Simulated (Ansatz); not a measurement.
Molecule: CH₈N₃Si, charge -1, multiplicity 1. It need not be the lowest isomer of its formula. Whether it binds its extra electron was not tested at this geometry. 
Geometry from a B3LYP-D3(BJ)/def2-TZVP (Ansatz, an electronic-structure program) optimisation:
SMILES: C[Si]([NH-])(N)N
```xyz
13

Si    -0.0545    -0.0992     0.1218
C      1.7622    -0.2202    -0.4695
N     -0.5345    -0.9210     1.4689
N     -0.9636    -0.4686    -1.3706
N     -0.2327     1.6740     0.3210
H      1.9344     0.3338    -1.3992
H      2.4466     0.1715     0.2902
H      2.0280    -1.2668    -0.6458
H     -0.4189    -1.9304     1.4607
H     -0.9729     0.2651    -2.0707
H     -1.9182    -0.7347    -1.1648
H     -1.1745     1.8760     0.6462
H      0.3812     2.0044     1.0604
```
Charge -1, spin multiplicity 1.

Basis-set convergence of Hartree-Fock and MP2 correlation energies (hartree) with Ansatz. Valence correlation only, unless marked. Spin-orbit coupling is left out. No relativistic terms. This anion needs diffuse functions, which these sets lack.

```json
[
 {"basis": "cc-pV(D+d)Z", "functions": "119", "E(HF)": "-494.86358", "E(corr, MP2)": "-0.77118"},
 {"basis": "cc-pV(T+d)Z", "functions": "271", "E(HF)": "-494.96475", "E(corr, MP2)": "-0.96831"},
 {"basis": "cc-pV(Q+d)Z", "functions": "524", "E(HF)": "[?]", "E(corr, MP2)": "[?]"}
]
```

Task: Some entries are withheld; supply them.

Result: 
- cc-pV(Q+d)Z, E(HF): -494.98965
- cc-pV(Q+d)Z, E(corr, MP2): -1.03852
